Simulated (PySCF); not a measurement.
An unknown shows these calculated signals:

1H NMR (300 MHz, computed): δ 4.51 (s, 2H), 1.93 (s, 3H), 1.05 (s, 9H).

13C{1H} NMR (computed): δ 28.4 (CH3), 18.8 (C), 13.7 (CH3).

Single conformer, isolated molecule, equivalent nuclei averaged, non-relativistic. GIAO PBE0/pcSseg-1 shieldings; PBE0-D3(BJ)/def2-SVP geometry; PySCF 2.14.0 with density-fitted response routines.

Chemical shifts δ = σref − σ; 1H (σref 31.27) and 13C (σref 184.41) vs TMS, all at this level.

Which of these does the molecule contain: a Si–H bond, a tert-butyl group, an OH group, a heteroaromatic ring, an S-methyl group, an aldehyde?

Answers


- A Si–H bond: yes (δH 4.51 (s)).
- A tert-butyl group: yes (δC 28.4, 18.8; δH 1.05 (s)).
- An OH group: no.
- A heteroaromatic ring: no.
- An S-methyl group: yes (δC 13.7; δH 1.93 (s)).
- An aldehyde: no.

The data belong to SMILES CS[SiH2]C(C)(C)C, C5H14SSi; they needn't prove each group on their own.

Carbon signals by region: 3 below 50 ppm.

Shifts are as computed. Against solution values, carbons near 30 ppm lie about +2 ppm off and those near 130 ppm about +5 ppm. Of 1211 compounds with measured shifts, 218 miss one by over three times the rms of a fit or turn the order of signals round; such compounds aren't used in these exercises. Multiplicities follow the n + 1 count of equivalent neighbours, as no J values were calculated; m marks all less simple cases, F and P coupling included.
